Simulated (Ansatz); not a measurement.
Si₄H₈⁺, that is cyclo-(SiH2)4 with one electron fewer. The state is a doublet with charge 1. Geometry PBE-D4/def2-SVP, that of the neutral singlet; atoms count from 1.

```xyz
12

Si   -0.767    0.554   -1.395
H    -2.214    0.966   -1.494
H    -0.127    0.721   -2.750
Si   -0.421   -1.583   -0.397
H    -1.687   -2.291    0.015
H     0.410   -2.529   -1.227
Si    0.762   -0.553    1.398
H     0.108   -0.715    2.746
H     2.207   -0.969    1.512
Si    0.426    1.582    0.394
H     1.696    2.278   -0.025
H    -0.394    2.538    1.222
```

Question: Estimate the Mulliken populations from the PBE0/def2-TZVP orbitals of Ansatz.

Answer: 
| atom | charge (e) | spin (α − β) |
| --- | --- | --- |
| Si1 | 0.07 | 0.27 |
| H2 | 0.09 | -0.01 |
| H3 | 0.09 | -0.01 |
| Si4 | 0.07 | 0.27 |
| H5 | 0.09 | -0.01 |
| H6 | 0.09 | -0.01 |
| Si7 | 0.07 | 0.27 |
| H8 | 0.09 | -0.01 |
| H9 | 0.09 | -0.01 |
| Si10 | 0.07 | 0.27 |
| H11 | 0.09 | -0.01 |
| H12 | 0.09 | -0.01 |
Mulliken values and Mayer orders depend strongly on the basis.

Question: Where does the spin sit?

Answer: Summed by element: Si 1.07, H -0.07, of 1 unpaired in all. Largest on single atoms: Si7 0.27, Si1 0.27, Si4 0.27.

Question: And the Mayer bond orders between bonded heavy atoms (over 0.3)?

Answer: Si1–Si4 0.80 (2.38 Å); Si1–Si10 0.80 (2.38 Å); Si4–Si7 0.80 (2.38 Å); Si7–Si10 0.80 (2.38 Å).
